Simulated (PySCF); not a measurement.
How the method changes the constants of Cs2

State: ¹Σg⁺ (singlet), closed shell. Set-up: PySCF, scalar-relativistic core potentials, basis sets Cs def2-TZVPP with ECP46. De refers to Cs + Cs in their ground configurations, without counterpoise correction.

| Level | Re (Å) | ωe (cm⁻¹) | De (eV) | CPU s a point (SCF and correlation, without the integrals) |
| --- | --- | --- | --- | --- |
| RHF-MP2 | 4.616 | 44.0 | 0.265 | 0.35 |
| RHF-SCS-MP2 | 4.686 | 42.5 | 0.304 | n/a |
| RHF-CCSD | 4.757 | 40.4 | 0.296 | n/a |
| RHF-CCSD(T) | 4.758 | 39.0 | 0.364 | 11 |
| PBE | 4.743 | 40.2 | 0.489 | 0.94 |
| r²SCAN | 4.854 | 39.5 | 0.284 | 1.4 |
| TPSSh | 4.866 | 39.2 | 0.52 | 1.8 |
| PBE0 | 4.764 | 41.3 | 0.410 | 1.5 |
| MN15 | 4.409 | 49.2 | 0.67 | 2 |
| BHandHLYP | 4.761 | 40.9 | 0.325 | 0.82 |
| M06-2X | 4.505 | 43.4 | 0.63 | 1.7 |
| LC-ωPBE | 4.864 | 42.7 | 0.269 | 1.1 |

Q: Which functional lies closest to RHF-CCSD(T) in De, which farthest, and by how much do they differ from it?

A: Closest is BHandHLYP (+0.3 pm in Re, +4.9 % in ωe, -0.04 eV in De against RHF-CCSD(T) in the same basis), farthest MN15 (-34.9 pm in Re, +26.2 % in ωe, +0.31 eV in De). CCSD(T) converges more slowly with the basis than the functionals do and binds too weakly in this one, so the order can change at the basis-set limit.

Q: What does a quarter of exact exchange do here, going from PBE to PBE0?

A: PBE0 less PBE: +2.1 pm in Re, +2.7 % in ωe, -0.08 eV in De. Exact exchange removes part of the self-interaction that spreads semilocal densities, and in most molecules shortens and stiffens the bond and lowers De; here Re goes the other way.

Q: What does the step from GGA to meta-GGA do here, going from PBE to r²SCAN?

A: r²SCAN less PBE: +11.1 pm in Re, -1.7 % in ωe, -0.21 eV in De. 

Correlated steps freeze no core orbitals. Closed-shell solutions of metal pairs were not tested for spin polarisation, which can lower them a little. The bond is weak. Basis-set superposition, not corrected here, can be much of De in a small basis, most of all at correlated wavefunction levels. Functionals without a dispersion term scatter widely for such bonds, and LDA overbinds them. Spin–orbit coupling is left out. Where the molecule has an RHF reference, its open-shell atoms are computed with UHF.

The whole job (state search and all levels along the bond) took about 4.9 min on 1 thread of Arm Neoverse V1 (shared host), peak memory 1.3 GiB.
